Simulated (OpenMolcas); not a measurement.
**Cl⁺: thermal populations, the spin-orbit constant, worked from levels**

```json
{"Program": "OpenMolcas", "Basis": "ANO-R1 [4s3p1d]", "Scalar Hamiltonian": "X2C, finite nucleus", "Active space": "6 electrons in 4 orbitals (3s 3p)", "State averaging": "2S+1 = 3 even, 3 roots; 2S+1 = 1 even, 6 roots; 2S+1 = 3 odd, 3 roots; 2S+1 = 1 odd, 3 roots", "Spin-orbit coupling": "state interaction with AMFI integrals over the reference wave functions, term energies averaged over their components"}
```

Methods: CASSCF; SS-CASPT2, IPEA 0.25 Eh, imaginary shift 0.1 Eh (closed shells correlated: 2s 2p). Measured levels: NIST Handbook of Basic Atomic Spectroscopic Data.

**Thermal populations.** Z = Σ (2J + 1) exp(-E/kT) with k = 0.695035 cm-1/K, over the levels below. No other level of either list lies under 90000 cm-1, which is above 7 kT at each temperature.

```json
{"Level": "3s2 3p4 3P2", "2J + 1": "5", "SS-CASPT2": "0.0", "measured": "0.0"}
{"Level": "3s2 3p4 3P1", "2J + 1": "3", "SS-CASPT2": "668", "measured": "696"}
{"Level": "3s2 3p4 3P0", "2J + 1": "1", "SS-CASPT2": "963", "measured": "996"}
{"Level": "3s2 3p4 1D2", "2J + 1": "5", "SS-CASPT2": "13000", "measured": "11654"}
{"Level": "3s2 3p4 1S0", "2J + 1": "1", "SS-CASPT2": "28210", "measured": "27878"}
```

```csv
T (K),"Z, SS-CASPT2","Z, measured levels","Ground level (%), SS-CASPT2","Ground level (%), measured levels"
5000,8.352,8.381,59.9,59.7
8000,8.990,9.104,55.6,54.9
12000,9.746,9.919,51.3,50.4
```

At 12000 K, kT = 8340 cm-1, and the computed levels give Z = 5.000 + 2.769 + 0.891 + 1.052 + 0.034 = 9.746.

**The spin-orbit constant.** For the Hund term 3P of p4, E(J) = (A/2) J(J+1) + constant and ζ = -2S·A = -2A. From J = 0 to J = 2 the energy changes by 3 A.

```csv
Source,E(2) - E(0),A,ζ
CASSCF,-959.9,-320.0,640
SS-CASPT2,-963.5,-321.2,642
measured,-996.5,-332.2,664
```

All in cm-1. SS-CASPT2 is off by -3.3 % and CASSCF by -3.7 %. Both methods take the spin-orbit matrix elements from the reference wave functions, so the second can move ζ only through the term energies and any multistate remixing. Second-order mixing with other terms is absorbed into this ζ.

CASPT2 breaks the degeneracy within a term, and the mean is taken; among the terms shown or strongly mixed into the levels shown the widest spread is 150 cm-1 (3s2 3p4 1D, SS-CASPT2). Over all roots computed the reference weight is 0.88 to 0.96 in SS-CASPT2; the roots of lowest weight are the least certain, and an intruder state may touch them. Without dynamic correlation excited terms often stand tens of per cent too high (terms of higher spin than the ground term too low), and those without a measured partner can miss by more than the paired ones (holds for CASSCF). Computed and measured levels are paired by configuration, term and J; levels that our copy of the source lacks, or whose pairing is in doubt (as where it misses far off the trend of its configuration), stay unpaired and out of the deviations. Only configurations of the active space appear.
